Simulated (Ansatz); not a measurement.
A nudged elastic band was laid between two geometries of C₂H₈AlBFN (14 atoms, charge 0, multiplicity 1).

These are results of Ansatz, RKS B3LYP-D4/6-31G*, not measurements.

```json
{
 "movable images": "7",
 "climbing image": "yes",
 "spring": "5.0 eV/Å²",
 "optimiser": "quadratic models (default)",
 "start path": "IDPP",
 "force threshold": "0.03 eV/Å",
 "iteration limit": "60",
 "end points": "relaxed"
}
```

Image 0:

```xyz
14
Properties=species:S:1:pos:R:3
C -1.314 1.760 0.500
B 0.009 0.957 0.795
C 0.035 -0.551 1.080
Al 0.168 -1.332 -0.722
N 1.707 -1.515 -1.578
F -1.207 -1.865 -1.488
H -2.227 1.153 0.468
H -1.242 2.332 -0.435
H -1.446 2.520 1.287
H 1.057 1.549 0.730
H 0.919 -0.922 1.613
H -0.890 -0.975 1.491
H 2.602 -1.212 -1.215
H 1.817 -1.928 -2.496
```

Image 8:

```xyz
14
Properties=species:S:1:pos:R:3
C -1.504 1.463 0.828
B -0.173 0.650 1.049
C -0.065 -0.867 0.844
Al 0.367 -1.019 -1.071
N 2.016 -0.873 -1.699
F -0.847 -1.320 -2.166
H -1.795 1.927 1.783
H -2.356 0.871 0.472
H -1.354 2.307 0.139
H 0.824 1.264 1.335
H 0.767 -1.361 1.359
H -1.000 -1.431 0.957
H 2.828 -0.674 -1.128
H 2.278 -0.965 -2.672
```

Task: Which bonds break or form, and what moves?

Result: No bond is made or broken. The dihedral H8–C1–B2–C3 goes from -127 to -2°. The two ends are copies of one structure, up to a mirror image or an exchange of like atoms.

Task: What energy profile does the band end with?

Result: The forces met the threshold. The highest image is number 4 of 0 to 8, 0.9 kcal/mol above the ends, which have the same energy within 2 meV. A vibrational analysis at the climbing image gives one clearly imaginary mode, 138i cm⁻¹: a first-order saddle point.

```csv
image,path coordinate (Å),energy (kcal/mol),dihedral H8–C1–B2–C3 (°)
0,0.00,0.0,-127
1,0.48,0.1,-112
2,0.95,0.4,-96
3,1.43,0.7,-79
4,1.92,0.9,-61
5,2.39,0.7,-43
6,2.85,0.4,-27
7,3.32,0.1,-14
8,3.78,0.0,-2
```

Task: What is the geometry of the highest image?

Result: 
```xyz
14
Properties=species:S:1:pos:R:3:forces:R:3
C -1.541 1.530 0.813 0.00 0.00 0.00
B -0.165 0.780 1.008 0.00 0.00 0.00
C -0.037 -0.746 0.863 0.01 0.00 0.00
Al 0.389 -1.005 -1.038 0.00 0.00 0.01
N 2.046 -1.130 -1.649 0.00 0.00 -0.01
F -0.847 -1.126 -2.141 0.00 0.00 0.00
H -2.315 1.107 1.469 0.00 0.00 0.00
H -1.919 1.377 -0.210 0.00 0.00 0.00
H -1.497 2.610 0.986 0.00 0.00 0.00
H 0.843 1.412 1.198 0.00 0.00 0.00
H 0.814 -1.193 1.392 0.00 0.00 0.00
H -0.956 -1.323 1.034 0.00 0.00 0.00
H 2.878 -1.058 -1.076 0.00 0.00 0.00
H 2.295 -1.266 -2.621 0.00 0.00 0.00
```

Task: What are the harmonic wavenumbers there?

Result: 138i, 20, 57, 142, 196, 230, 263, 342, 360, 390, 539, 604, 670, 751, 812, 829, 853, 916, 939, 1001, 1026, 1100, 1257, 1375, 1458, 1493, 1507, 1608, 2582, 3016, 3043, 3065, 3107, 3122, 3575, 3665 cm⁻¹.

Run time: 2.4 min on 2 threads of Intel(R) Xeon(R) 6975P-C (Granite Rapids), with other jobs on the host, peak memory 0.28 GiB.
